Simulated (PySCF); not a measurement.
# Telling isomers of C$_{6}$H$_{9}$N$_{3}$Si apart by NMR

Relativity neglected, one computed conformer, gas phase, rapidly exchanging positions averaged. GFN2-xTB geometry; σ from GIAO-PBE0/pcSseg-1; PySCF 2.14.0 with density-fitted response routines.

Shifts are taken against calculated references (same method and geometry level): 1H (31.72 ppm), 13C (186.93 ppm) against TMS. Where no couplings were computed, multiplicities follow the n + 1 count of equivalent neighbours, and m marks all less simple cases (inequivalent or close neighbours, rings, F or P nearby). Shifts are as computed. Against solution values, carbons near 30 ppm lie about +3 ppm off and those near 130 ppm about +5 ppm. Of 1211 compounds with measured shifts, 218 miss one by over three times the rms of a fit or turn the order of signals round; such compounds aren't used in these exercises.

(1) Tabulate the signals of `C#Cc1nn(CC)nc1[SiH3]`, `C[SiH](C)n1ccc(C#N)n1`, `C#Cc1ncn([SiH](C)C)n1`, `C#Cc1cnn([SiH](C)C)n1`, `[SiH3]c1nnncc1C1CC1` and their relative energies.

(2) What is the quickest way to tell C#Cc1nn(CC)nc1[SiH3] from C#Cc1cnn([SiH](C)C)n1?

(3) What is the quickest way to tell C#Cc1ncn([SiH](C)C)n1 from [SiH3]c1nnncc1C1CC1?

(4) What is the quickest way to tell C#Cc1nn(CC)nc1[SiH3] from C#Cc1ncn([SiH](C)C)n1?

Results:

(1) 
```json
{"SMILES": "C#Cc1nn(CC)nc1[SiH3]", "carbon types": "3×C 1×CH 1×CH2 1×CH3", "δC": "148.2, 142.7, 93.1, 79.6, 51.4, 19.4", "δH": "4.57 (s, 3H), 4.53 (q, 2H), 3.05 (s, 1H), 1.49 (t, 3H)", "E rel. (kcal/mol)": "69.5"}
{"SMILES": "C[SiH](C)n1ccc(C#N)n1", "carbon types": "2×C 2×CH 2×CH3", "δC": "139.8, 135.3, 120.2, 119.6, -0.5", "δH": "7.64 (m, 1H), 6.87 (m, 1H), 5.33 (sept, 1H), 0.55 (d, 6H)", "E rel. (kcal/mol)": "0.0"}
{"SMILES": "C#Cc1ncn([SiH](C)C)n1", "carbon types": "2×C 2×CH 2×CH3", "δC": "156.0, 153.0, 87.2, 81.0, -0.7", "δH": "8.01 (s, 1H), 5.35 (sept, 1H), 2.65 (s, 1H), 0.55 (d, 6H)", "E rel. (kcal/mol)": "29.5"}
{"SMILES": "C#Cc1cnn([SiH](C)C)n1", "carbon types": "2×C 2×CH 2×CH3", "δC": "146.5, 138.3, 92.2, 79.3, -0.8", "δH": "7.95 (s, 1H), 5.67 (sept, 1H), 2.97 (s, 1H), 0.50 (d, 6H)", "E rel. (kcal/mol)": "42.2"}
{"SMILES": "[SiH3]c1nnncc1C1CC1", "carbon types": "2×C 2×CH 2×CH2", "δC": "164.5, 148.3, 145.6, 16.8, 15.6", "δH": "8.43 (s, 1H), 4.90 (s, 3H), 1.62 (m, 1H), 1.40 (m, 2H), 0.92 (m, 2H)", "E rel. (kcal/mol)": "78.1"}
```

Energies are electronic energies at PBE0/pcSseg-1 on these geometries, without zero-point or thermal terms, each for the one conformer computed, which needn't be the lowest.

(2) Count the carbon signals: 6 against 5. The first has an sp3 CH2 bonded to N at 51.4 ppm, the second an aromatic CH next to a ring nitrogen at 146.5 ppm. Their most deshielded carbons lie at 148.2 and 146.5 ppm. In the proton spectra the most deshielded non-exchanging signals are 4.57 (s, 3H) and 7.95 (s, 1H).

(3) Both give the same number of carbon signals, but DEPT or the intensities differ. The first has an alkyne carbon (C) at 81.0 ppm, the second a three-membered-ring carbon (CH2) at 16.8 ppm. Their most deshielded carbons lie at 156.0 and 164.5 ppm. In the proton spectra the most deshielded non-exchanging signals are 8.01 (s, 1H) and 8.43 (s, 1H).

(4) Count the carbon signals: 6 against 5. The first has an sp3 CH2 bonded to N at 51.4 ppm, the second an aromatic CH between two ring heteroatoms at 153.0 ppm. Their most deshielded carbons lie at 148.2 and 156.0 ppm. In the proton spectra the most deshielded non-exchanging signals are 4.57 (s, 3H) and 8.01 (s, 1H).
